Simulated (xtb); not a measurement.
FH₈NSi₃, SMILES N[SiH2][SiH2][SiH2]F. All values are semi-empirical tight-binding results from xtb (GFN2-xTB unless named), good for trends rather than for accurate numbers. Geometry: GFN2-xTB. The structure was generated by enumeration, and PubChem lists no compound with its InChIKey, so it may never have been made. Other conformers were not sampled.

Optimised geometry:

Bonded distances (Å): Si1–F2 1.618, Si1–Si3 2.310, Si1–H6 1.461, Si1–H7 1.462, Si3–Si4 2.308, Si3–H8 1.474, Si3–H9 1.478, Si4–N5 1.729, Si4–H10 1.476, Si4–H11 1.467, N5–H12 1.007, N5–H13 1.008. Bond angles (°): F2–Si1–Si3 109.1, F2–Si1–H6 101.7, F2–Si1–H7 101.8, Si3–Si1–H6 117.2, Si3–Si1–H7 116.1, H6–Si1–H7 108.8, Si1–Si3–Si4 115.3, Si1–Si3–H8 109.8, Si1–Si3–H9 108.9, Si4–Si3–H8 108.9, Si4–Si3–H9 110.6, H8–Si3–H9 102.6, Si3–Si4–N5 104.9, Si3–Si4–H10 114.0, Si3–Si4–H11 115.3, N5–Si4–H10 113.7, N5–Si4–H11 103.0, H10–Si4–H11 105.6, Si4–N5–H12 118.7, Si4–N5–H13 118.5, H12–N5–H13 108.9.

Computed properties:
```yaml
orbital_gap: 3.87 eV
dipole_moment: 3.21 D
zero_point_energy: 48.2 kcal/mol
G − E(el) at 298.15 K (modified RRHO): 25.8 kcal/mol
static polarisability (D4 model): 97.8 bohr³
solvation energy, GFN2-xTB/ALPB(water): -3.0 kcal/mol
solvation energy, GFN2-xTB/ALPB(acetone): -5.9 kcal/mol
```

Computed atomic charges and the Wiberg bond orders between heavy atoms:
charges (e) Si1 0.46, F2 -0.30, Si3 0.30, Si4 0.39, N5 -0.43, H6 -0.10, H7 -0.11, H8 -0.13, H9 -0.12, H10 -0.11, H11 -0.12, H12 0.14, H13 0.14. Bond orders Si1–F2 1.09, Si1–Si3 0.84, Si3–Si4 0.82, Si4–N5 1.14.
